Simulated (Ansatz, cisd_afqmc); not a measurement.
Species: C, charge 0, triplet.

Total energies in def2-SVP, 4 correlated electrons, 1 frozen orbitals. Radicals and triplets start from unrestricted determinants; spin-orbit coupling is neglected. Cores are frozen in correlated methods. No relativity. AFQMC is phaseless with a CISD trial state; ± is one standard error, without the phaseless bias. Outlying blocks are dropped, and bars are widened where a walk drifts. Over all cases where full CI ran beside it in this data, AFQMC minus full CI had a median of +0.1 mEh and passed +0.4 mEh in a tenth of the cases. Full CI freezes restricted core orbitals and the other rows unrestricted ones, which leaves a small offset even where coupled cluster is exact.

| method | program | energy (Eh) | error against FCI (mEh) |
|---|---|---|---|
| HF | Ansatz | -37.64523 | 70.45 |
| MP2 | Ansatz | -37.69532 | 20.36 |
| CCSD | Ansatz | -37.71440 | 1.28 |
| CCSD(T) | Ansatz | -37.71541 | 0.27 |
| CCSDT(Q) | Ansatz | -37.71574 | -0.06 |
| CCSDTQ | Ansatz | -37.71574 | -0.06 |
| AFQMC/CISD | cisd_afqmc | -37.7156 ± 0.0001 | 0.1 ± 0.1 |
| FCI | Ansatz | -37.71568 | 0.00 |

Ansatz is a first-principles code.
